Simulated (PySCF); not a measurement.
Atomic charges by several schemes

C5H12OSi2.
Cartesian coordinates in Å at the GFN2-xTB level; atoms count from 1:
```xyz
20
C5H12OSi2 angstrom
C     -1.7615   -2.3181    0.2579
C     -1.3991   -1.0765   -0.0616
C     -2.2213   -0.2970   -0.9753
O     -2.1360    0.9030   -1.1009
Si     0.0904   -0.1105    0.6302
Si    -0.5547    2.0892    0.9579
C      1.4559   -0.2853   -0.6991
C      2.7668    0.3561   -0.2625
H     -1.1875   -2.9089    0.9519
H     -2.6554   -2.7802   -0.1391
H     -2.9535   -0.8719   -1.5771
H      0.5173   -0.9089    1.7995
H     -0.3087    2.9356   -0.2078
H      0.2455    2.6713    2.0516
H     -1.9507    2.2106    1.3774
H      1.6332   -1.3376   -0.9317
H      1.1217    0.1849   -1.6264
H      3.1361   -0.1136    0.6463
H      3.5294    0.2523   -1.0328
H      2.6270    1.4161   -0.0615
```

Density: PBE0/pcSseg-1 (PySCF); schemes: Mulliken, IAO, Hirshfeld and ESP-fitted. One conformer (not necessarily the lowest) at the GFN2-xTB geometry, without solvent, vibrations or thermal averaging.

Question: For which atoms does the sign change between the 4 schemes (beyond +0.03 e in one, beyond −0.03 e in another)?

Answer: For none.

Question: Do the Mulliken, IAO, Hirshfeld and ESP-fitted schemes agree on where the charge is lowest?

Answer: The schemes don't all agree: Mulliken C2 (-0.590); IAO C7 (-0.513); Hirshfeld O4 (-0.185); ESP-fitted O4 (-0.463).

Question: Which atoms carry the highest charge in the Mulliken, IAO, Hirshfeld and ESP-fitted schemes?

Answer: The schemes don't all agree: Mulliken Si5 (+0.565); IAO Si5 (+0.595); Hirshfeld Si5 (+0.268); ESP-fitted C3 (+0.500).

Question: What partial charge does each atom carry?

Answer: In e:

```csv
atom,environment,Mulliken,IAO,Hirshfeld,ESP-fitted
C1,terminal =CH2 carbon,-0.055,-0.242,-0.051,-0.319
C2,fully substituted alkene carbon,-0.590,-0.295,-0.098,-0.270
C3,aldehyde carbon,+0.346,+0.256,+0.123,+0.500
O4,aldehyde oxygen,-0.381,-0.394,-0.185,-0.463
Si5,SiH silicon,+0.565,+0.595,+0.268,+0.374
Si6,SiH3 silicon,+0.224,+0.302,+0.192,+0.160
C7,sp3 carbon bound to silicon,-0.548,-0.513,-0.155,-0.060
C8,methyl carbon,-0.292,-0.410,-0.118,-0.249
H9,vinylic hydrogen,+0.130,+0.163,+0.058,+0.189
H10,vinylic hydrogen,+0.122,+0.151,+0.054,+0.169
H11,formyl hydrogen,+0.077,+0.104,+0.043,+0.002
H12,Si–H hydrogen,-0.062,-0.115,-0.081,-0.116
H13,Si–H hydrogen,-0.052,-0.090,-0.072,-0.035
H14,Si–H hydrogen,-0.084,-0.126,-0.094,-0.118
H15,Si–H hydrogen,-0.053,-0.091,-0.076,-0.037
H16,methylene hydrogen,+0.140,+0.144,+0.036,+0.032
H17,methylene hydrogen,+0.148,+0.146,+0.036,+0.040
H18,methyl hydrogen,+0.117,+0.137,+0.038,+0.065
H19,methyl hydrogen,+0.121,+0.143,+0.042,+0.074
H20,methyl hydrogen,+0.127,+0.136,+0.039,+0.062
```

Mean size of the charges over all atoms: IAO 0.228 e, Mulliken 0.212 e, ESP-fitted 0.167 e, Hirshfeld 0.093 e. Each set sums to the total charge, 0, to within 0.001 e. The ESP scheme fits charges at the nuclei, held to the total charge, to the electrostatic potential on points at 1.4 to 2.0 times the van der Waals radii.

Question: Sum the charges by element, for elements with more than one atom.

Answer: 
```csv
element,atoms,Mulliken,IAO,Hirshfeld,ESP-fitted
C,5,-1.139,-1.204,-0.298,-0.398
Si,2,+0.789,+0.897,+0.460,+0.534
H,12,+0.731,+0.701,+0.023,+0.327
```

Question: How many electrons does the ESP-fitted scheme count on C8?

Answer: Z − q = 6 − (-0.249) = 6.249.

These values come from a run that also computed NMR shieldings. Time: 2.9 min wall, 2.2 min CPU (grids of density and orbitals included); peak memory 1.0 GiB. Hardware: one thread, Intel Xeon at 2.50 GHz (x86_64), no GPU, shared host with 64 logical CPUs at a one-minute load of 63.
